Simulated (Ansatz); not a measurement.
Ansatz (a quantum-chemistry and plane-wave program) input (RI-MP2/aug-cc-pV(T+d)Z):
A basis named .json is the Basis Set Exchange file of that set.

Ansatz 0.2 input:
```yaml
crystal:
  periodic: [false, false, false]
  atoms:
    - {symbol: C, position_ang: [0.03434502, -0.57922268, -0.11175593]}
    - {symbol: N, position_ang: [-1.15449918, -1.10532927, 0.07153505]}
    - {symbol: S, position_ang: [0.69612047, 0.86592196, -0.00741171]}
    - {symbol: H, position_ang: [-1.30630618, -2.09085571, -0.06953560]}
    - {symbol: H, position_ang: [-1.95619727, -0.55125461, 0.35791320]}
basis:
  gaussian:
    orbitals: aug-cc-pV_T+d_Z.json
    fitting: {mean_field: def2-universal-jkfit, correlation: aug-cc-pVTZ-RIFIT.json}
total_charge: 1
magnetization: {spin_polarized: false}
correlation: {method: mp2, electrons: outside_noble_gas}
```

Output:

```
Functional definition: HF
integrals: 0.13 GiB planned
316 factors; integrals over basis functions are off by at most 1.3e0 eV
451 factors; integrals over basis functions are off by at most 7.2e-1 eV
mean field: 0.39 GiB planned
mean field evaluation 1: about -13349.3230 eV, gradient 4.5e1 eV
mean field evaluation 2: about -13351.4256 eV, gradient 3.0e1 eV
mean field evaluation 4: about -13353.3050 eV, gradient 2.6e0 eV
mean field evaluation 8: about -13353.3550 eV, gradient 3.0e-3 eV
mean field evaluation 16: about -13353.3550 eV, gradient 2.7e-4 eV
mean field -13353.35502834 eV, -490.7267460624 hartree, gradient 3.0e-6 eV, S^2 0.000000; 2 other end points of the search recorded, 0 dependent functions left out; unrestricted orbitals would lower it
mean field evaluation 32: about -13353.9222 eV, gradient 2.7e-1 eV
7 core orbitals not correlated
reference -13353.35502834 eV, -490.7267460624 hartree; 8, 8 occupied and 178, 178 virtual orbitals, 451 factors
second order -14.54462042 eV of doubles, -0.00000000 eV of singles
Total energy: -13367.89964876 eV, -491.2612510042 hartree
```

This state (charge 1, singlet) is run at the relaxed geometry of the species with charge 0 and multiplicity 2.
